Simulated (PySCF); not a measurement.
# [PbBr3]+ at several levels of theory

Computed with PySCF 2.14.0 (density fitting, no spin-orbit coupling) at the geometry relaxed with PBE0:

```xyz
4
[PbBr3]+ (singlet)
Pb    0.1781    0.0000    0.0000
Br   -1.0645    0.0000    2.1696
Br   -1.0645    0.0000   -2.1696
Br    2.6795    0.0000    0.0000
```

```json
{"level": "PBE0", "basis": "Pb def2-SVP with ECP60, Br def2-SVP", "state": "singlet", "HOMO (eV)": "-13.88", "gap (eV)": "3.62", "charge on Pb1 (e)": "0.94", "dipole about the centre of mass (D)": "0.02", "largest force component (eV/Å)": "0.02"}
{"level": "BP86", "basis": "the same", "state": "singlet", "HOMO (eV)": "-12.64", "gap (eV)": "1.66", "charge on Pb1 (e)": "0.82", "dipole about the centre of mass (D)": "0.02", "largest force component (eV/Å)": "0.48"}
{"level": "revPBE", "basis": "the same", "state": "singlet", "HOMO (eV)": "-12.47", "gap (eV)": "1.71", "charge on Pb1 (e)": "0.86", "dipole about the centre of mass (D)": "0.02", "largest force component (eV/Å)": "0.58"}
{"level": "HF", "basis": "the same", "state": "singlet", "HOMO (eV)": "-16.87", "gap (eV)": "9.77", "charge on Pb1 (e)": "1.20", "dipole about the centre of mass (D)": "0.03", "largest force component (eV/Å)": "0.22"}
{"level": "PBE0", "basis": "Pb def2-TZVP with ECP60, Br def2-TZVP", "state": "singlet", "HOMO (eV)": "-13.87", "gap (eV)": "3.73", "charge on Pb1 (e)": "1.05", "dipole about the centre of mass (D)": "0.02", "largest force component (eV/Å)": "0.38"}
{"level": "PBE0", "basis": "Pb x2c-SVPall, Br x2c-SVPall", "state": "singlet", "HOMO (eV)": "-13.84", "gap (eV)": "3.58", "charge on Pb1 (e)": "1.01", "dipole about the centre of mass (D)": "0.02", "largest force component (eV/Å)": "0.25"}
```

Charges are Mulliken's, which hang on the basis. The relaxation used the grid (50, 194), these runs (75, 302) or, all-electron (x2c bases, spin-free X2C Hamiltonian), (99, 590).

(1) What does TPSS with Pb def2-SVP with ECP60, Br def2-SVP give here?

## Answers

(1) state singlet, HOMO (eV) -12.68, gap (eV) 1.82, charge on Pb1 (e) 0.90, dipole about the centre of mass (D) 0.02, largest force component (eV/Å) 0.36. Time: 9.3 s on 2 threads of Arm Neoverse V1, on a shared host, from an already converged density.
